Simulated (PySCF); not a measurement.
An equivalent PySCF input for Ne⁺ (neon, charge +1), [He] 2s2 2p5, 2P determinant, with the non-relativistic Hamiltonian (point nucleus):

```python
from pyscf import gto, scf, dft, mp, cc
import basis_set_exchange as bse
mol = gto.M(atom="Ne 0 0 0", charge=1, spin=1, symmetry="D2h",
            basis=gto.basis.parse(bse.get_basis("aug-cc-pVDZ", elements=["Ne"], fmt="nwchem", header=False)))
mf = dft.UKS(mol, xc="R2SCAN")
mf.irrep_nelec = {'Ag': (2, 2), 'B1u': (1, 1), 'B2u': (1, 1), 'B3u': (1, 0)}
mf.kernel()
```

It reaches the same state as the run whose output follows, with an energy that differs only through the grid. The run itself started from symmetry-adapted Hartree-Fock orbitals and held the occupation by maximum overlap, on a logarithmic radial grid, so the iterations belong to that start.

```
SCF conv_tol = 1e-09
number electrons alpha = 5  beta = 4
XC functionals = R2SCAN
    J. W. Furness, A. D. Kaplan, J. Ning, J. P. Perdew, and J. Sun.,  J. Phys. Chem. Lett. 11, 8208-8215 (2020)
    J. W. Furness, A. D. Kaplan, J. Ning, J. P. Perdew, and J. Sun.,  J. Phys. Chem. Lett. 11, 9248-9248 (2020)
    J. W. Furness, A. D. Kaplan, J. Ning, J. P. Perdew, and J. Sun.,  J. Phys. Chem. Lett. 11, 8208-8215 (2020)
    J. W. Furness, A. D. Kaplan, J. Ning, J. P. Perdew, and J. Sun.,  J. Phys. Chem. Lett. 11, 9248-9248 (2020)
cycle= 1 E= -128.086517519375  delta_E= -0.00296  |g|= 0.0107  |ddm|= 0.0679
cycle= 2 E= -128.086535823515  delta_E= -1.83e-05  |g|= 0.00581  |ddm|= 0.0168
cycle= 3 E= -128.086544382276  delta_E= -8.56e-06  |g|= 0.000891  |ddm|= 0.00767
cycle= 4 E= -128.086544595921  delta_E= -2.14e-07  |g|= 3.28e-05  |ddm|= 0.00107
cycle= 5 E= -128.086544596519  delta_E= -5.98e-10  |g|= 1.21e-06  |ddm|= 7.85e-05
converged SCF energy = -128.086544596519  <S^2> = 0.75142415  2S+1 = 2.0014236
```
